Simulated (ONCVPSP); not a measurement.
cadmium, ONCV: configuration errors across variants

ONCVPSP 4.0.1 input, shortened (lines: element, Z, core and valence counts, functional; n l f; lmax; l rc ep ncon nbas qcut; lloc lpopt rc5 dvloc0; l nproj debl; icmod fcfact rcfact), PBE, scalar-relativistic:

```
  Cd 48.00    6    4        4      upf
    1    0    2.00
    2    0    2.00
    2    1    6.00
    3    0    2.00
    3    1    6.00
    3    2   10.00
    4    0    2.00
    4    1    6.00
    4    2   10.00
    5    0    0.50
    2
    0    1.30    0.00    4    6   12.20
    1    1.55    0.00    5    8    9.30
    2    1.80    0.00    4    9    6.90
    4    5    1.10    6.00
    0    3    3.90
    1    2    0.70
    2    3    1.00
    0    0.00    0.00
```

In the p channel the program set the typed energies aside and used -2.967, 0.250 Ha.

All-electron excitation energies from the reference (eV): (1) 4s2 4p6 4d10 5s2 -16.802; (2) 4s2 4p6 4d10 5s1 -7.530; (3) 4s2 4p6 4d10 5s0 9.596; (4) 4s2 4p6 4d9 5s2 1.173.

1 further variants failed, have other tests or too few solved ones, and are left out.

Errors AE − PS in meV (a dash: test not solved or not reliable):

```json
{"change": "base", "(1)": "+3.8", "(2)": "+1.3", "(3)": "-1.4", "(4)": "+44", "bound ghosts": "none", "GHOST(+) flags above zero": "s, d"}
{"change": "s: debl 3.15", "(1)": "+3.8", "(2)": "+1.3", "(3)": "-1.4", "(4)": "+44", "bound ghosts": "none", "GHOST(+) flags above zero": "s, d"}
{"change": "p: ncon 3, nbas 6", "(1)": "+3.8", "(2)": "+1.3", "(3)": "-1.4", "(4)": "+44", "bound ghosts": "none", "GHOST(+) flags above zero": "s, d"}
{"change": "p: nbas 10", "(1)": "+3.8", "(2)": "+1.3", "(3)": "-1.4", "(4)": "+44", "bound ghosts": "none", "GHOST(+) flags above zero": "s, d"}
```

Q: Give the same row for: p: rc 1.26.

A: +3.9, +1.3, -1.4, +45; bound ghosts: none; GHOST(+) flags above zero: s, d.
